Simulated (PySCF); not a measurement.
## Computed properties of TaOF2, SMILES [F][Ta+](=[O])[F], charge +1, multiplicity 1

TaOF₂, SMILES [O]=[Ta+]([F])[F], charge +1, multiplicity 1. Coordinates come from a r2SCAN-D4/def2-TZVP optimisation. The multiplicity is an assumed one; other spin states were not compared. The isomer is the one that the SMILES or the coordinates give; other isomers of the formula were not compared. The def2 effective core potentials stand for the cores of Ta; spin–orbit coupling is left out. Other conformers were not sampled. All values are computed for the isolated molecule unless a solvent is named; none is compared with measurement here.

**Structure.** The optimised structure has Cs symmetry. All 6 harmonic modes at r2SCAN-D4/def2-TZVP (PySCF) are real, so it is a minimum. With heavy atoms numbered as in [Ta+:1](=[O:2])([F:3])[F:4], the shortest bond between them is Ta1–O2 at 1.685 Å and the longest Ta1–F4 at 1.821 Å.

**Vibrations.** The strongest infrared lines (harmonic, unscaled, degenerate partners summed) lie at 756 cm⁻¹ (119 km/mol, F 87 %, Ta 13 %), 1066 cm⁻¹ (65 km/mol, O 91 %, Ta 8 %), 768 cm⁻¹ (62 km/mol, F 92 %). The softest mode is at 174 cm⁻¹ and the zero-point energy is 4.7 kcal/mol.

**Electronic structure.** CAM-B3LYP/def2-TZVPD (PySCF) places the frontier levels at -18.12 and -9.69 eV, a gap of 8.43 eV and a mean polarisability of 30.4 bohr³.

**Excitations.** TDDFT-B3LYP/def2-SVPD (PySCF) has S1 at 4.13 eV (300 nm, f = 0.001, dark); the most intense of the 10 singlets computed lies at 6.94 eV (f = 0.01). T1 (TDA) is at 4.01 eV. No vertical singlet excitation falls in the visible range (under 3.1 eV).
